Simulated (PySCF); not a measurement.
Bonds (- single, = double, # triple, : aromatic): F1-C2, C2=C3, C3-C4, C4-N5, N5-Si6, C2-C7, C7-F8, C7-F9. C3 carries H10; C4 carries H11, H12; N5 carries H13; Si6 carries H14, H15, H16; C7 carries H17. Stereochemistry as in F/C(=C/CN[SiH3])C(F)F.

Computational details: GFN2-xTB geometry, shielding tensors at PBE0/pcSseg-1 (GIAO), in PySCF (no relativistic terms, single conformer, rapidly exchanging positions averaged, isolated molecule).

References, each an isolated molecule treated in the same way: ¹³C (σ = 186.93 ppm), ¹H (σ = 31.72 ppm), ²⁹Si (σ = 349.16 ppm) vs TMS; CFCl3 for ¹⁹F (σ = 170.95 ppm); ¹⁵N (σ = 267.73 ppm) vs NH3.

```tsv
atoms	nucleus	count	Hirshfeld charge	δ (ppm)
H14/H15/H16	¹H	3	-0.08	?
H13	¹H	1	0.11	-0.31
F8/F9	¹⁹F	2	-0.10	-126.3
C4	¹³C	1	-0.02	?
C2	¹³C	1	0.06	?
Si6	²⁹Si	1	0.35	-54.5
N5	¹⁵N	1	-0.24	22.4
C7	¹³C	1	0.14	119.3
C3	¹³C	1	-0.06	126.2
F1	¹⁹F	1	-0.09	-118.7
H11/H12	¹H	2	0.04	3.74
H10	¹H	1	0.06	6.06
H17	¹H	1	0.06	?
```

Question: Estimate the values marked ?.

Answer: 
- C2: 164.8 ppm, fully substituted alkene carbon; an sp2 carbon of a C=C bond
- C4: 42.4 ppm, allylic sp3 CH2 bonded to N; the inductive effect lowers its shielding
- H17: 6.49 ppm, hydrogen on an allylic sp3 CH bonded to 2 F; its carbon carries F, which withdraws density
- H14/H15/H16: 4.69 ppm, hydrogen on a silicon bonded to N

OH/NH shifts are gas-phase values; hydrogen bonding in solution moves them, usually downfield. Shifts are as computed. Against solution values, carbons near 30 ppm lie about +3 ppm off and those near 130 ppm about +5 ppm. Of 1211 compounds with measured shifts, 218 miss one by over three times the rms of a fit or turn the order of signals round; such compounds aren't used in these exercises. Unscaled 19F shifts against computed CFCl3 carry errors that often reach 10 to 50 ppm. Experimental scales use liquid or dissolved standards, which lie at an offset from isolated NH3 (liquid NH3: subtract about 20 ppm).
